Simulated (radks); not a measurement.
Ionisation of the xenon ion Xe40+, [Ne] 3s2 3p2, to [Ne] 3s2 3p1 as the strength of local exchange is varied. Calculated with a radial shooting solver on a logarithmic mesh with Libxc functionals: Dirac Kohn-Sham, Slater X-alpha exchange (alpha = 2/3 is LDA exchange), no correlation, spin-unpolarised, spherical densities, finite nucleus; open shells are shared between the two j in proportion to 2j + 1; Fermi nuclear charge, rms radius 4.7859 fm.

| alpha | E(Xe40+) (hartree) | exchange (hartree) | IE (eV) | -e of the level emptied (eV) | <r> of it (bohr) |
|---|---|---|---|---|---|
| 0.58 | -6007.03134 | -85.28893 | 2914.1 | 2842.7 (3p3/2) | 0.2686 |
| 0.635 | -6015.12271 | -93.46046 | 2921.6 | 2850.1 (3p3/2) | 0.2682 |
| 0.667 | -6019.83375 | -98.22149 | 2925.9 | 2854.5 (3p3/2) | 0.2680 |
| 0.737 | -6030.14774 | -108.65339 | 2935.3 | 2864.0 (3p3/2) | 0.2675 |
| 0.792 | -6038.25983 | -116.86641 | 2942.8 | 2871.5 (3p3/2) | 0.2671 |
| 0.796 | -6038.85008 | -117.46429 | 2943.3 | 2872.0 (3p3/2) | 0.2671 |
| 1.017 | -6071.52129 | -150.61656 | 2973.4 | 2902.1 (3p3/2) | 0.2656 |

NIST Atomic Spectra Database: 2975 eV (theoretical). The central value is not met in this range of alpha. Spin polarisation and multiplet splitting are left out, so open shells lie too high by an amount that depends on their filling. Sharing an open shell by 2j + 1 raises it above the true ground level by a part of the spin-orbit splitting, which enters the differences from NIST.

Beside tabulated values, note that spin-unpolarised runs miss the spin-polarisation part of the exchange energy of open shells.
